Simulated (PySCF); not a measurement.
Species: C₆H₁₁F₂NSi.
Numbering: `[CH2:1]=[C:2]1[SiH2:3][N:4]([CH3:5])[CH2:6][C@@H:7]1[CH:8]([F:9])[F:10]`

Cartesian coordinates in Å at the GFN2-xTB level; atoms count from 1:
```
atom  x, y, z in Å
C1     0.6949    2.6567   -0.2822
C2     0.2701    1.4144   -0.1322
Si3   -1.4446    0.7992    0.3352
N4    -1.0088   -0.8163   -0.0531
C5    -1.8930   -1.9437   -0.1354
C6     0.2307   -0.9481   -0.7881
C7     1.1436    0.2085   -0.3714
C8     1.8354   -0.1464    0.9413
F9     2.6382   -1.2337    0.7969
F10    2.6503    0.8533    1.3566
H11    1.7016    2.8952   -0.5906
H12    0.0453    3.4932   -0.0892
H13   -2.4782    1.4409   -0.4889
H14   -1.8038    0.8630    1.7545
H15   -1.3901   -2.8483    0.2195
H16   -2.7631   -1.7575    0.4887
H17   -2.2320   -2.1233   -1.1627
H18    0.6937   -1.9152   -0.5587
H19    0.0581   -0.9109   -1.8732
H20    1.9215    0.3953   -1.1176
H21    1.1213   -0.3593    1.7501
```

NICS = −σ at a ghost point: NICS(0) at the centroid of the ring atoms, NICS(1) 1 Å to either side along the normal of their mean plane, zz for the tensor component along that normal. Level: GIAO PBE0/pcSseg-1 (PySCF, non-relativistic, gas phase) on the GFN2-xTB geometry, one conformer.

Ring bond lengths (Å), with Mayer bond orders in brackets: C2–Si3 1.881 (0.85), Si3–N4 1.718 (0.96), N4–C6 1.447 (0.91), C6–C7 1.531 (1.01), C7–C2 1.508 (0.96).

What do the NICS probes read (ppm)?

```
           ring                                                    type  NICS(0)  NICS(1), two faces  NICS(1)zz, two faces  rms pucker (Å)  centre to ring atoms, mean (Å)
C2–Si3–N4–C6–C7  5-membered ring with N and Si; formal bonds all single     -3.9         -2.7 / -2.6           -2.1 / -1.7            0.14                            1.36
```

What can be read from them?

- C2–Si3–N4–C6–C7: mean NICS(1)zz -1.9 ppm, near zero. Si3, C6, C7 have four or more neighbours, so the value isn't read as a sign of a π ring current.

What is the mean of the two in-plane components of NICS at the second NICS(1) probe listed for ring C2–Si3–N4–C6–C7, 1 Å off the ring?

The isotropic value is a third of the trace: (3 × -2.6 − (-1.7))/2 = -3.1 ppm.

List the ring angles and the Hirshfeld charges of the ring atoms.

- C2–Si3–N4–C6–C7: C2 107.8° (-0.093 e), Si3 91.2° (+0.358 e), N4 114.7° (-0.174 e), C6 107.7° (-0.026 e), C7 107.6° (-0.048 e); sum 528.9° against 540° for a flat convex ring.

Time: 99 s (with the writing of density and orbital grids); peak memory 1.1 GiB. Hardware: one thread, Arm Neoverse N1 (aarch64) (shared host). This is the whole shielding run at PBE0/pcSseg-1, SCF included.
